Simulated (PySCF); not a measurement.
# Steps of a relaxation of PrCl3(H2O)

PrCl3(H2O) (singlet in the valence; each metal's 4f electrons, 2 of them, lie in its core potential, out of spins and levels). PySCF 2.14.0, RKS PBE0, Pr lcecp-1-SVP with ECP48, Cl def2-SVP, O def2-SVP, H def2-SVP; non-relativistic Hamiltonian with scalar-relativistic core potentials where named; density fitting; no spin-orbit coupling. Origin of the start: template. Columns: position (Å) and force (eV/Å). Energies are counted from the last step; some of the 18 steps are shown. Forces carry noise of the integration grid, about 0.01 to 0.03 eV/Å.

Run from Python with OMP_NUM_THREADS=2. Where DIIS fails, smearing, a level shift and second-order steps follow.
It took 3 min on 2 threads of Intel(R) Xeon(R) Platinum 8259CL CPU @ 2.50GHz (Skylake/Cascade Lake), on a shared host, from the converged density of the start.

```xyz
7
step 0  E = 0.365 eV
Pr   -0.1035    0.1035   -0.1035     0.92   -0.92    0.92
Cl    1.4509    1.6579    1.4509    -0.78   -0.56   -0.76
Cl   -1.6579   -1.4509    1.4509     0.58    0.77   -0.77
Cl    1.4509   -1.4509   -1.6579    -0.78    0.76    0.56
O    -1.5671    1.5671   -1.5671    -0.10    0.11   -0.11
H    -1.9077    2.4522   -1.3632     0.09   -0.13    0.04
H    -1.9077    1.3632   -2.4522     0.09   -0.04    0.13
```

```xyz
7
step 6  E = 0.004 eV
Pr    0.0355   -0.0324    0.0324    -0.01    0.04   -0.04
Cl    1.2144    1.9067    1.2744    -0.02   -0.01   -0.02
Cl   -1.8472   -1.2790    1.2790     0.00   -0.01    0.01
Cl    1.2144   -1.2744   -1.9067    -0.02    0.02    0.01
O    -1.3905    1.4232   -1.4232     0.05   -0.04    0.04
H    -1.7344    2.2979   -1.2002     0.01    0.01    0.01
H    -1.7344    1.2002   -2.2979     0.01   -0.01   -0.01
```

```xyz
7
step 11  E = 0.001 eV
Pr    0.0107   -0.0490    0.0490     0.03   -0.04    0.04
Cl    1.1520    1.9466    1.2339     0.00    0.00    0.00
Cl   -1.8427   -1.3190    1.3190     0.00    0.00    0.00
Cl    1.1520   -1.2339   -1.9466     0.00    0.00    0.00
O    -1.3827    1.3970   -1.3970    -0.05    0.06   -0.06
H    -1.6657    2.3001   -1.2004     0.01   -0.02    0.00
H    -1.6657    1.2004   -2.3001     0.01    0.00    0.02
```

Task: Where does the relaxation end?

Result: It converges at step 17 in Cs:
```xyz
7
step 17  E = 0
Pr   -0.0222   -0.0680    0.0680
Cl    1.0924    1.9664    1.2141
Cl   -1.7971   -1.3912    1.3912
Cl    1.0924   -1.2141   -1.9664
O    -1.3992    1.3968   -1.3968
H    -1.6043    2.3258   -1.2265
H    -1.6043    1.2265   -2.3258
```

Task: How did the contacts change?

Result: 
```
     contact  start (Å)  end (Å)
Pr1–Cl2 (Cl)      2.692    2.587
Pr1–Cl3 (Cl)      2.692    2.579
Pr1–Cl4 (Cl)      2.692    2.587
Pr1–O5 (H2O)      2.535    2.487
```


A frequency check found unstable modes (1, the lowest at -35 cm⁻¹), so the relaxed geometry is a saddle point, or these are noise. An lcecp potential fixes the number of 4f electrons, so in runs with it no electron can move into or out of that shell.
